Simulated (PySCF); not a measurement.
SMILES CC([O][Sn]([OH])([O]C(=O)C)[OH])=O (C4H8O6Sn) (GFN2-xTB optimised geometry):

```
19

C     -0.817     2.322    -1.759
C     -0.468     0.948    -1.248
O     -0.539     0.767     0.000
O     -0.142     0.049    -2.019
Sn     0.058    -1.384     0.000
O     -0.399    -1.942     1.830
O      2.005    -1.384     0.000
O     -0.542    -3.073    -1.238
C     -1.780    -2.844    -1.424
C     -2.491    -3.827    -2.321
O     -2.357    -1.895    -0.914
H     -0.400     2.461    -2.752
H     -0.444     3.073    -1.069
H     -1.901     2.394    -1.805
H     -1.291    -1.704     2.096
H      2.357    -1.828     0.776
H     -2.206    -4.839    -2.048
H     -3.565    -3.688    -2.240
H     -2.169    -3.639    -3.342
```

Calculation: PBE0/def2-SVP, def2 effective core potentials past Kr in PySCF.

Problem. What are the frontier orbital energies and the dipole moment?

Solution. HOMO-2 -8.88 eV, HOMO-1 -8.65 eV, HOMO -8.35 eV, LUMO -2.36 eV, LUMO+1 0.15 eV; dipole moment 1.60 D.
